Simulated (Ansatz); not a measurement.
`CCOC` + `[OH][SbH][SiH3]` → `CC[O][SbH][SiH3]` + CH₃OH  (substitution at a C–O bond)

Program: Ansatz. Geometries: PBE0-D4/def2-TZVP. ΔE: electronic, gas phase. CCSD(T)/CBS is the MP2 limit (def2-TZVPP, def2-QZVPP) plus CCSD(T) − MP2 in def2-TZVPP, frozen cores. This one scheme is used for every species. Functionals use def2-TZVPP. B3LYP here is the variant with VWN-RPA as its local correlation; programs differ in this. def2 core potentials past Kr. For Sb outer-core shells are correlated without core-valence functions, which leaves a few kJ/mol of doubt a bond. Each species was taken in one conformer, which may not be the lowest.

| level | ΔE (kJ/mol) | difference from CCSD(T)/CBS |
| --- | --- | --- |
| PBE-D4 | 15.3 | 1.9 |
| r2SCAN-D4 | 17.2 | 3.8 |
| PBE0-D4 | 15.4 | 2.0 |
| B3LYP-D4 | 13.6 | 0.2 |
| ωB97X-V | 16.6 | 3.2 |
| ωB97M-V | 16.5 | 3.1 |
| B2PLYP | 16.1 | 2.7 |
| PBE | 17.8 | 4.4 |
| r2SCAN | 18.1 | 4.7 |
| PBE0 | 17.8 | 4.4 |
| B3LYP | 17.7 | 4.3 |
| HF/def2-TZVPP | 17.8 | 4.4 |
| MP2/def2-TZVPP | 13.1 | -0.3 |
| SCS-MP2/def2-TZVPP | 13.6 | 0.2 |
| CCSD/def2-TZVPP | 14.6 | 1.2 |
| CCSD(T)/def2-TZVPP | 13.9 | 0.5 |
| HF/def2-QZVPP | 17.8 | 4.4 |
| MP2/def2-QZVPP | 12.8 | -0.6 |
| SCS-MP2/def2-QZVPP | 13.5 | 0.1 |
| HF/CBS(def2) | 17.8 | 4.4 |
| MP2/CBS(def2) | 12.6 | -0.8 |
| CCSD/CBS(def2) | 14.1 | 0.7 |
| CCSD(T)/CBS | 13.4 | 0 |

Largest T1 diagnostic among the species: 0.014.

In def2-TZVPP, CCSD(T) changes the Hartree–Fock value by −3.9 kJ/mol (the triples alone add −0.7 kJ/mol) and MP2 by −4.7 kJ/mol. The D4 term adds −4.1 kJ/mol with B3LYP and −2.5 kJ/mol with PBE0; it sums over pairs of atoms, weighted by their polarisabilities, and B3LYP, whose exchange is more repulsive, gets the larger term.
